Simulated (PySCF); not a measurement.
**A series of derivatives of 3,4-dihydro-2H-pyran**

Parent skeleton `[CH:1]1=[CH:2][O:3][CH2:4][CH2:5][CH2:6]1`; one hydrogen on atom 6 is replaced by X. Hydrogens on one atom are averaged.

- geometry: GFN2-xTB
- σ from GIAO-PBE0/pcSseg-1
- run in PySCF 2.14.0 with density-fitted response routines
- relativity neglected, gas phase, single conformer, fast rotation and ring inversion assumed for equivalent nuclei

Referencing at the same level of theory: 13C (σ = 186.93 ppm), 1H (σ = 31.72 ppm) against TMS; H2O for 17O (σ = 336.08 ppm).

Parent (X = H): C1 104.3, C2 152.3, O3 113.6, C4 68.1, C5 25.7, C6 24.2, H(C1) 4.83, H(C2) 6.55, H(C4) 4.12 ppm. Effects are Δδ = δ(X) − δ(H), positive for deshielding.

Order these by the shift of C2, most shielded first.
A. X = CH2Cl
B. X = OCHF2
C. X = CH2F

Results:

C (-0.5 ppm), A (+1.1 ppm), B (+4.3 ppm).

Experimental scales use liquid or dissolved standards, which lie at an offset from isolated H2O (liquid H2O: subtract about 36 ppm).
